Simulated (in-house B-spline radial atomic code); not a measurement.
The numbers below are computed, except where a source is named.
## Weak and strong correlation along the adiabatic connection

Two-electron singlets in several external potentials (atomic units), by full CI in B-splines with partial waves to l = 8 (correlation energies up to 0.6 % small). The repulsion is scaled by λ at fixed density; W(λ) is the mean repulsion less the Hartree energy, W(0) = E_x, and the area under W from 0 to 1 is E_xc.

One system gave this curve:

| λ | W (hartree) |
| --- | --- |
| 0 | -1.0827 |
| 0.02 | -1.0846 |
| 0.05 | -1.0874 |
| 0.12 | -1.0938 |
| 0.25 | -1.1052 |
| 0.4 | -1.1176 |
| 0.6 | -1.133 |
| 0.8 | -1.1473 |
| 1 | -1.1606 |
| 1.4 | -1.1844 |
| 2 | -1.2148 |
| 3 | -1.2545 |
| 4.5 | -1.2973 |
| 7 | -1.3435 |
| 10 | -1.3779 |

Question: Which system is it?
A. −Z exp(−kr)/r, Z = 9.97, k = 2.67
B. −Z exp(−kr)/r, Z = 3.81, k = 0.36
C. −Z exp(−kr)/r, Z = 1.58, k = 0.277
D. ω²r²/2 − Z/r, ω = 0.345, Z = 2

Answer: D. The exchange energy sets the size: ω²r²/2 − Z/r, ω = 0.345, Z = 2: E_x = -1.08, E_c = -0.0414; −Z exp(−kr)/r, Z = 9.97, k = 2.67: E_x = -5.67, E_c = -0.0459; −Z exp(−kr)/r, Z = 3.81, k = 0.36: E_x = -2.14, E_c = -0.0441; −Z exp(−kr)/r, Z = 1.58, k = 0.277: E_x = -0.716, E_c = -0.0421 hartree.
